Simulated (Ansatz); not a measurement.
A structure relaxed at PBE-D4/def2-SVP in Ansatz, charge 0, singlet:

```tsv
atom	x (Å)	y (Å)	z (Å)
B1	0.1888	-0.7874	-0.8162
O2	0.7321	-0.4566	-2.0331
O3	-0.1160	-2.1134	-0.6299
B4	-0.0949	0.3962	0.4104
O5	0.2407	1.7058	0.1389
O6	-0.6436	-0.0245	1.6034
H7	0.9089	0.5004	-2.0601
H8	-0.4927	-2.2377	0.2592
H9	0.0638	2.3411	0.8591
H10	-0.7871	0.6761	2.2683
```

Give its formula, name or SMILES and point group.

B2(OH)4 (B₂O₄H₄). Point group C2v (tolerance 0.1 Å).

Summarise the bond lengths by kind (pairs closer than 1.2 times the sum of covalent radii, bridged metal pairs left out).

4 × B–O 1.37 to 1.38 Å; 1 × B–B 1.73 Å; 4 × H–O 0.97 to 0.98 Å.
